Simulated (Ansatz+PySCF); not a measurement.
The numbers below are computed, except where a source is named.
## PySCF 2.14.0 run

```python
from pyscf import gto, scf

mol = gto.M(atom="""
Cl 0.000000 0.000000 -2.094370
Cd 0.000000 0.000000 0.000000
Cl 0.000000 0.000000 2.094370
""", basis='def2-svp', ecp={'Cd': 'def2-svp'}, charge=0, spin=0)
mf = scf.RHF(mol)
mf.init_guess = '1e'
mf.kernel()
while True:  # follow internal instabilities
    mo, _, stable, _ = mf.stability(return_status=True)
    if stable: break
    mf.kernel(mf.make_rdm1(mo, mf.mo_occ))
print(mf.converged, mf.e_tot, mf.spin_square()[0])
```

The script is written out from the run's settings. The basis set brings a core potential for Cd, so the total leaves out those core electrons.

Results

* Converged: yes
* Total energy: -1085.61308 hartree
* Spin squared of the determinant: 0.000
